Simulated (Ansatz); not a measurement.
Single points on the cluster Sn₄Cl₄.

```yaml
crystal:
  periodic: [false, false, false]
  atoms:
    - {symbol: Sn, position_ang: [-1.931349, 0.718216, -0.086072]}
    - {symbol: Sn, position_ang: [0.514511, -0.824643, -1.341972]}
    - {symbol: Sn, position_ang: [-1.798773, -1.933505, 1.290092]}
    - {symbol: Sn, position_ang: [0.606974, 2.331551, -0.269808]}
    - {symbol: Cl, position_ang: [0.524476, -2.741348, 0.633197]}
    - {symbol: Cl, position_ang: [-1.035818, 0.259628, 2.420711]}
    - {symbol: Cl, position_ang: [0.773724, 1.805561, -2.730955]}
    - {symbol: Cl, position_ang: [2.346255, 0.384550, 0.084807]}
basis:
  gaussian: {orbitals: def2-TZVP, initial_orbitals: start.molden}
hamiltonian: {xc: r2scan, dispersion: d4}
scf: {omitted_lower_state_checks: [starts]}
output: {orbitals: {seedname: orbitals}}
```

The file start.molden holds the orbitals of an earlier run on this structure, at another level or in another basis.

```sh
$ ansatz run in.yaml --threads 4 --pin off --events-out ev --progress --plain --max-ram 4787MiB
```

It prints (some lines left out):

```
Functional definition: r2SCAN
2576 factors; their error is unknown
mean field evaluation 1: about -73432.7397 eV, gradient 1.4e1 eV
mean field evaluation 2: about -73432.8459 eV, gradient 1.8e-1 eV
mean field evaluation 4: about -73432.8287 eV, gradient 4.4e-4 eV
mean field -73432.82874897 eV, -2698.6066819655 hartree, gradient 2.4e-5 eV, S^2 0.000000; 0 other end points of the search recorded, 0 dependent functions left out
reference -73432.82876597 eV, -2698.6066825903 hartree; 78, 78 occupied and 270, 270 virtual orbitals, 2576 factors
Total energy: -73432.98526505 eV, -2698.6124338254 hartree
Checks for a lower state left out: starts
```

Hardware: 4 threads of Intel Xeon on a shared host. Wall time 27 s, peak host memory 0.99 GiB.

First input, but with `gaussian: {orbitals: def2-SVP, initial_orbitals: start.molden}`, `hamiltonian: {xc: pbe}`, `correlation: {method: rpa}` and without the key `output` (abridged; 16 s):

```
Functional definition: PBE
mean field -73389.06375447 eV, -2696.9983480825 hartree, gradient 6.9e-7 eV, S^2 0.000000
36 core orbitals not correlated: weight in the atoms' cores, before any rotation towards them, 1.000 or more for the frozen orbitals, at most 0.000 for the correlated occupied ones
Total energy: -73266.24825369 eV, -2692.4849616765 hartree
Checks for a lower state left out: starts
```

Geometry: PBE0-D4/def2-SVP.

In the def2 sets Sn takes a core potential; there is no spin–orbit coupling. Correlated methods freeze 36 core orbitals; core or outer-core shells of Sn are correlated, in sets that lack core-valence functions. The restricted singlet is unstable towards broken spin symmetry in Hartree–Fock (as tested in another run); at r2SCAN-D4/def2-TZVP this wasn't settled. The structure comes from a short search, and lower isomers may exist.
